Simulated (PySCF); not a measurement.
Structure with atom numbers: `[CH3:1][O:2][B:3]([O:4][CH3:5])[C@@H:6]1[CH2:7][C:8]12[CH2:9][CH2:10][CH2:11]2`. Each H is labelled by its parent atom. Ha(C7) is cis to B3 on the ring; Ha(C9), Ha(C11) are pro-R; Hb(C9), Hb(C11) are pro-S; Hb(C7) is trans to B3 on the ring.

Computed data (PySCF 2.14.0 with density-fitted response routines): geometry from PBE0-D3(BJ)/def2-SVP, NMR shieldings at KT2/pcSseg-1/GIAO. Rapidly exchanging positions averaged, one conformer, non-relativistic, gas phase.

Referencing at the same level of theory: ¹³C (σref 183.22) and ¹H (σref 31.18) against TMS; ¹⁷O (σref 330.66) vs H2O; BF3·OEt2 for ¹¹B (σref 99.90).

| atoms | nucleus | count | δ (ppm) |
| --- | --- | --- | --- |
| C9 | ¹³C | 1 | ? |
| Ha(C11) | ¹H | 1 | 1.81 |
| H(C6) | ¹H | 1 | ? |
| C8 | ¹³C | 1 | 30.1 |
| Hb(C10) | ¹H | 1 | 1.80 |
| B3 | ¹¹B | 1 | ? |
| Hb(C7) | ¹H | 1 | 0.71 |
| Ha(C10) | ¹H | 1 | ? |
| H(C1)/H(C5) | ¹H | 6 | 3.64 |
| Hb(C11) | ¹H | 1 | 2.49 |
| Ha(C9) | ¹H | 1 | ? |
| C1/C5 | ¹³C | 2 | 52.7 |
| O2/O4 | ¹⁷O | 2 | 105.1 |
| Hb(C9) | ¹H | 1 | 2.01 |
| C7 | ¹³C | 1 | ? |
| C10 | ¹³C | 1 | 20.4 |
| Ha(C7) | ¹H | 1 | 0.98 |
| C11 | ¹³C | 1 | 37.3 |
| C6 | ¹³C | 1 | 9.7 |

Q: Fill in the missing shifts.

A: 
- C9: 35.7 ppm, sp3 CH2 in a ring; saturated and bonded to C and H only
- C7: 25.1 ppm, three-membered-ring carbon; carbons of three-membered rings are unusually shielded
- Ha(C9): 2.30 ppm, hydrogen on an sp3 CH2 in a ring
- Ha(C10): 2.17 ppm, hydrogen on an sp3 CH2 in a ring
- H(C6): -0.21 ppm, hydrogen on a three-membered-ring carbon; cyclopropane-type protons are shielded by the ring
- B3: 25.9 ppm, boron bonded to C, 2 O

A carbon bonded to boron is broadened by the quadrupolar boron nucleus and is often missing from a measured spectrum. Shifts are as computed. Against solution values, carbons near 30 ppm lie about +2 ppm off and those near 130 ppm about -5 ppm (rms about the fit 1.2 ppm; single classes can miss by 10 ppm). Of 1328 compounds with measured shifts, 309 miss one by over three times the rms of a fit or turn the order of signals round; such compounds aren't used in these exercises. Signals without a measured value on file couldn't be tested in this way. Experimental scales use liquid or dissolved standards, which lie at an offset from isolated H2O (liquid H2O: subtract about 36 ppm).
